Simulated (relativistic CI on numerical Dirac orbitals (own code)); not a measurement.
## Cd³⁺: M2,3 absorption edge

Computed with this model: Dirac-Coulomb-Breit CI, separate exchange-only KLI orbitals for each configuration, model QED, valence Slater integrals scaled by 0.8, multiplet model of core-to-valence dipole absorption; configurations [Kr] 4d9 → [Ne] 3s2 3p5 3d10 4s2 4p6 4d10; 80 K; Lorentzian 1.2 eV and Gaussian 0.4 eV FWHM. Energies are those of the free ion, without screening or charge transfer. The branching ratio is the share of the lower-energy edge in the whole absorption, uncertain by about 0.02 where the edges overlap. S is read from ⟨S²⟩ = S(S + 1).

Field parameters in Wybourne normalisation: D3d B²₀ = −7Dσ, B⁴₀ = −14Dq − 21Dτ, B⁴₃ = −14√(10/7) Dq; Oh B⁴₀ = 21Dq, B⁴₄ = √(5/14) B⁴₀; Td as Oh with Dq negative (B⁴₀ = 21Dq, B⁴₄ = √(5/14) B⁴₀). The field is a parameter set, without covalency.

Computed curve for D3d, 10Dq = 19850, Dσ = -120, Dτ = -200 cm⁻¹, scaled to 100 at the maximum (points under 2 are left out and the grid is thinned):

```
Energy (eV)  Intensity
     608.00        2.0
     608.25        2.2
     608.75        2.9
     609.00        3.3
     609.25        3.9
     609.75        5.4
     610.00        6.5
     610.25        8.0
     610.50       10.1
     611.00       17.4
     611.25       24.1
     611.50       34.9
     612.00       75.5
     612.25       97.2
     612.50      100.0
     613.00       56.7
     613.25       38.1
     613.50       26.1
     614.00       13.9
     614.25       10.6
     614.50        8.4
     614.75        6.8
     615.25        4.7
     615.50        4.0
     615.75        3.4
     616.25        2.6
     616.50        2.3
     616.75        2.1
     645.50        2.9
     645.75        3.9
     646.00        5.4
     646.50       11.5
     646.75       16.8
     647.00       21.9
     647.25       22.8
     647.75       13.2
     648.00        8.9
     648.25        6.1
     648.75        3.2
     649.00        2.5
```

The ground state has S = 0.50, and the centroid lies at 618.83 eV.
